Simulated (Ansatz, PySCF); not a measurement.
Ga(H)(F)(vinyl) (C₂H₄FGa), SMILES C=[CH][GaH][F]. Atoms are numbered in the order given.

```xyz
8

Ga     0.3022    -0.3902     0.0000
H      1.8379    -0.6800     0.0000
F     -0.7236    -1.8292     0.0000
C     -0.6393     1.3135     0.0000
C      0.0284     2.4781     0.0000
H     -1.7360     1.3339     0.0000
H     -0.4832     3.4488     0.0000
H      1.1245     2.5237     0.0000
```
Charge 0, spin multiplicity 1.

Geometry: B3LYP-D3(BJ)/def2-SVP. The structure was generated by enumeration; whether it is a known compound was not checked. One conformer was computed; it need not be the lowest.

Two levels are set side by side: PBE-D3(BJ)/def2-SVP (Ansatz, a program for electronic structure) and B3LYP-D3(BJ)/def2-SVP (Ansatz). Each level has its own optimised geometry; the coordinates shown are those of the second. Frequencies come from the Hessian of PySCF at each geometry. Differences are taken from unrounded values.

| quantity | B3LYP-D3(BJ) | PBE-D3(BJ) | PBE-D3(BJ) minus B3LYP-D3(BJ) |
|---|---|---|---|
| mean bond length (Å) | 1.416 | 1.424 | 0.008 |
| bond Ga1–F3 (Å) | 1.767 | 1.778 | 0.011 |
| bond Ga1–C4 (Å) | 1.947 | 1.950 | 0.003 |
| bond C4–C5 (Å) | 1.342 | 1.350 | 0.008 |
| bond Ga1–H2 (Å) | 1.563 | 1.572 | 0.009 |
| bond C4–H6 (Å) | 1.097 | 1.105 | 0.008 |
| bond C5–H7 (Å) | 1.097 | 1.106 | 0.008 |
| bond C5–H8 (Å) | 1.097 | 1.105 | 0.008 |
| highest harmonic wavenumber (cm⁻¹) | 3189 | 3125 | -64 |
| mean harmonic wavenumber (cm⁻¹) | 1228 | 1194 | -34 |
| zero-point energy (kcal/mol) | 31.60 | 30.73 | -0.87 |

Exact exchange shortens and stiffens bonds; PBE has none. Differences between two approximate levels are no errors against the true value.
